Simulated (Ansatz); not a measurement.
Relaxation of C₄H₉N₃ (16 atoms, charge 0, multiplicity 1), to a largest force component of 0.015 eV/Å in at most 40 steps.

These are results of RKS B3LYP/def2-SVP (Ansatz), not measurements.

```xyz
16
Properties=species:S:1:pos:R:3
C -2.014 0.827 0.953
C -0.828 0.366 1.015
N -0.164 0.267 2.197
C -0.001 -0.110 -0.238
N -0.660 -0.115 -1.494
N 1.143 -0.499 -0.013
C 1.968 -1.037 -1.103
H -2.533 1.217 1.835
H -2.620 0.958 0.063
H 0.848 0.044 2.013
H -0.220 1.103 2.800
H -1.368 0.590 -1.601
H -0.069 -0.116 -2.272
H 2.136 -2.089 -0.920
H 1.476 -0.874 -2.047
H 2.913 -0.526 -1.135
```

Where does it end, and by what steps?

The run converged. After 25 steps the energy has fallen by 0.767 eV; H12 moved furthest, 1.10 Å.

```tsv
step	energy less start (eV)	largest force component (eV/Å)	accepted
0	0.0000	5.226	yes
1	-0.5506	1.535	yes
2	-0.6193	0.565	yes
3	-0.6477	0.587	yes
4	-0.6682	0.141	yes
5	-0.6746	0.075	yes
6	-0.6786	0.491	yes
7	-0.6892	0.170	yes
8	-0.7009	0.118	yes
9	-0.7119	0.139	yes
10	-0.6881	0.679	no
11	-0.7191	0.087	yes
12	-0.7254	0.247	yes
13	-0.7296	0.630	yes
14	-0.7340	0.645	yes
15	-0.7394	0.228	yes
16	-0.7278	0.478	no
17	-0.7512	0.159	yes
18	-0.7540	0.251	yes
19	-0.7572	0.087	yes
20	-0.7616	0.172	yes
21	-0.7419	0.790	no
22	-0.7662	0.069	yes
23	-0.7660	0.040	no
24	-0.7666	0.025	yes
25	-0.7667	0.011	yes
```

```xyz
16
Properties=species:S:1:pos:R:3
C -1.954 1.107 0.845
C -0.772 0.463 0.987
N -0.136 0.205 2.182
C -0.011 -0.075 -0.195
N -0.729 -0.268 -1.352
N 1.248 -0.278 -0.046
C 2.014 -0.799 -1.150
H -2.497 1.493 1.711
H -2.372 1.312 -0.140
H 0.852 -0.007 2.045
H -0.343 0.831 2.950
H -1.729 -0.398 -1.271
H -0.283 -0.740 -2.127
H 1.569 -1.714 -1.599
H 2.123 -0.060 -1.970
H 3.030 -1.064 -0.817
```

Time of the run: 88 s on 2 threads of AMD EPYC 9R14 (Zen 4), on a shared host, peak memory 0.43 GiB.
